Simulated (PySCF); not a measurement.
From one molecule to another.

First species: Dimethyl(thiophen-2-yl)phosphine oxide, C6H9OPS.
Numbering: `[CH3:1][P:2]([CH3:3])(=[O:4])[c:5]1[cH:6][cH:7][cH:8][s:9]1` (hydrogens: H10, H11, H12 on C1; H13, H14, H15 on C3; H16 on C6; H17 on C7; H18 on C8)

Structure used (PBE0-D3(BJ)/def2-SVP), in Å, numbered top down from 1:
```xyz
18
C6H9OPS angstrom
C     -2.025   -1.130   -0.492
P     -1.167    0.126    0.497
C     -1.601    1.710   -0.275
O     -1.429    0.052    1.969
C      0.589   -0.104    0.135
C      1.537   -0.278    1.116
C      2.849   -0.429    0.592
C      2.876   -0.368   -0.778
S      1.308   -0.128   -1.434
H     -3.110   -1.002   -0.365
H     -1.765   -1.058   -1.558
H     -1.738   -2.121   -0.111
H     -2.683    1.878   -0.168
H     -1.064    2.508    0.257
H     -1.326    1.733   -1.340
H      1.265   -0.292    2.173
H      3.741   -0.578    1.202
H      3.738   -0.454   -1.439
```

Second species: C4H12GeO4.
SMILES: `C[O][Ge]([O]C)([O]C)[O]C`

Levels: wB97X-D/def2-SVPD for dipole moment, HOMO energy, LUMO energy, HOMO–LUMO gap, static isotropic polarisability and electronic spatial extent ⟨r²⟩ about the centre of nuclear charge; TDDFT wB97X-D/def2-SVPD for lowest singlet excitation; TDA wB97X-D/def2-SVPD for lowest triplet excitation (Tamm–Dancoff); ΔSCF wB97X-D/def2-SVPD for vertical ionisation energy; PBE0-D3(BJ)/def2-SVP for rotational constant A and rotational constant C. Geometries: PBE0-D3(BJ)/def2-SVP. Each species is one conformer at its optimised geometry, gas phase, non-relativistic unless stated. Electronic properties by PySCF.

The conformers computed, where there is a choice (atom-mapped SMILES and torsion angles):
- `[CH3:1][P:2]([CH3:3])(=[O:4])[c:5]1[cH:6][cH:7][cH:8][s:9]1`: C1–P2–C5–C6 -127°
- `[CH3:1][O:2][Ge:3]([O:4][CH3:5])([O:6][CH3:7])[O:8][CH3:9]`: C1–O2–Ge3–O4 -74°, O2–Ge3–O4–C5 -76°, O2–Ge3–O6–C7 -167°, O2–Ge3–O8–C9 -46°

Values for the first species:

```
Dipole moment                                                     : 3.92 D
HOMO energy                                                       : -9.05 eV
LUMO energy                                                       : 0.63 eV
HOMO–LUMO gap                                                     : 9.68 eV
Lowest singlet excitation                                         : 5.58 eV
Lowest triplet excitation (Tamm–Dancoff)                          : 3.72 eV
Static isotropic polarisability                                   : 112.1 au
Vertical ionisation energy                                        : 9.05 eV
Electronic spatial extent ⟨r²⟩ about the centre of nuclear charge : 1635 bohr²
Rotational constant A                                             : 2.224 GHz
Rotational constant C                                             : 0.749 GHz
```

**Question.** Estimate the same properties for the second species, and the change in each.

**Answer.** 
```tsv
property	first	second	second less first
dipole moment	3.92 D	0.07 D	-3.85 D
HOMO energy	-9.05 eV	-10.06 eV	-1.01 eV
LUMO energy	0.63 eV	1.73 eV	+1.10 eV
HOMO–LUMO gap	9.68 eV	11.79 eV	+2.11 eV
lowest singlet excitation	5.58 eV	7.23 eV	+1.65 eV
lowest triplet excitation (Tamm–Dancoff)	3.72 eV	6.83 eV	+3.11 eV
static isotropic polarisability	112.1 au	91.3 au	-20.8 au
vertical ionisation energy	9.05 eV	10.18 eV	+1.13 eV
electronic spatial extent ⟨r²⟩ about the centre of nuclear charge	1635 bohr²	1604 bohr²	-31 bohr²
rotational constant A	2.224 GHz	1.109 GHz	-1.115 GHz
rotational constant C	0.749 GHz	1.079 GHz	+0.330 GHz
```

On the first: The polarisability is 16.61 Å³ as a volume (1 au = 0.148185 Å³), or 1.33 au for each of the 84 electrons. The dipole equals about 13.1 × 10⁻³⁰ C·m (1 D = 3.33564 × 10⁻³⁰ C·m).

On the second: The vertical singlet–triplet gap S1 − T1 is 0.40 eV (TDDFT singlet less Tamm–Dancoff triplet). The polarisability is 13.53 Å³ as a volume (1 au = 0.148185 Å³), or 0.91 au for each of the 100 electrons. Relativistic effects, spin–orbit coupling among them, are left out although an element past zinc is present.
